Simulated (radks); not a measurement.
Coulomb parameter of the 5d shell of neutral gold in the model configuration [Xe] 4f14 5d9.5 6s1.5, as a second difference U = [E(n + 0.25) + E(n - 0.25) - 2 E(n)] / (0.25)^2 with all orbitals relaxed. "Bare": the charge of the atom changes with n. "Screened": the 6s shell takes up the change at fixed total charge, which measures U(5d,5d) + U(6s,6s) - 2 U(5d,6s). Calculated with a radial shooting solver on a logarithmic mesh with Libxc functionals: scalar-relativistic Kohn-Sham, LDA (Slater exchange, Perdew-Wang correlation), spin-unpolarised, spherical densities, point nucleus.

start: configuration [Xe] 4f14 5d9.5 6s1.5; E - E(n) (eV) 0.000
bare +0.25: configuration [Xe] 4f14 5d9.75 6s1.5; E - E(n) (eV) -1.718
bare -0.25: configuration [Xe] 4f14 5d9.25 6s1.5; E - E(n) (eV) 2.350
screened +0.25: configuration [Xe] 4f14 5d9.75 6s1.25; E - E(n) (eV) -0.364
screened -0.25: configuration [Xe] 4f14 5d9.25 6s1.75; E - E(n) (eV) 0.437

U(bare) = 10.103 eV, U(screened by 6s) = 1.170 eV, against the Slater integral F0(5d,5d) = 15.591 eV with frozen orbitals. The step up makes a negative ion, whose loosely bound charge lowers the bare value.
